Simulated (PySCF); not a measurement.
Energies from PySCF, thermal terms from the rigid-rotor harmonic-oscillator model, ideal gas at 1 bar. The comparison is the NASA 1993 polynomial table, which mixes measured and estimated data. Open shells (unrestricted): FeCl3 (multiplicity 6). The harmonic model lacks anharmonicity and excited electronic states, which grow with temperature; levels with a mode under 35 cm⁻¹ are left out. Soft modes under 120 cm⁻¹ make the harmonic entropy rough for FeCl3. The table's entry may be an old estimate for FeCl3 (not checked at source). FeCl3: several close states are possible; one was followed.

Harmonic frequencies at PBE0/def2-TZVP (cm⁻¹): 95, 104, 104, 364, 469, 469. Point group D3h; S°(298 K) = 346.1 J/mol/K at this level.

Task: Work out Cp and S° of gaseous FeCl3 at 500, 800, 1200, 1600, 2000 K from these, and set them beside the table.

Result: 
```json
[
 {"T (K)": "500", "Cp PBE0/def2-TZVP": "79.9", "Cp table": "81.1", "S° PBE0/def2-TZVP": "386.3", "S° table": "385.4"},
 {"T (K)": "800", "Cp PBE0/def2-TZVP": "81.8", "Cp table": "82.3", "S° PBE0/def2-TZVP": "424.4", "S° table": "423.8"},
 {"T (K)": "1200", "Cp PBE0/def2-TZVP": "82.6", "Cp table": "82.7", "S° PBE0/def2-TZVP": "457.8", "S° table": "457.3"},
 {"T (K)": "1600", "Cp PBE0/def2-TZVP": "82.8", "Cp table": "82.9", "S° PBE0/def2-TZVP": "481.6", "S° table": "481.1"},
 {"T (K)": "2000", "Cp PBE0/def2-TZVP": "82.9", "Cp table": "83.0", "S° PBE0/def2-TZVP": "500.1", "S° table": "499.6"}
]
```
Units J/mol/K.
